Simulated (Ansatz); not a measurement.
Mulliken charges of FGeH3SSi (`F[SiH]1[S][GeH2]1`) from B3LYP/def2-TZVPP in Ansatz (PBE0-D4/def2-TZVP geometry).

```
atom   x (Å)   y (Å)   z (Å)  charge (e)
  F1  -0.454  -1.650   1.656      -0.302
 Si2   0.242  -1.056   0.351       0.543
  S3  -0.980  -0.639  -1.296      -0.341
 Ge4  -0.021   1.152  -0.197       0.107
  H5   1.474  -1.840   0.137      -0.053
  H6  -1.105   2.030   0.434       0.026
  H7   0.906   1.935  -1.132       0.021
```

Task: By hand: the dipole of these point charges (1 e Å = 4.8032 D).

Result: Σ q r = (0.513, 0.457, 0.092) e Å, of length 0.693 e Å = 3.33 D.

Task: How does the dipole of the full density compare? (Estimate.)

Result: Computed: (0.303, 0.264, 0.040) e Å, 1.94 D; the point charges give 1.72 times that, at 2° from its direction.

Point charges leave out the atoms' own dipoles, such as those of lone pairs, and Mulliken's split depends on the basis, so the two needn't agree.

B3LYP here is the variant with VWN-RPA as its local correlation; programs differ in this.
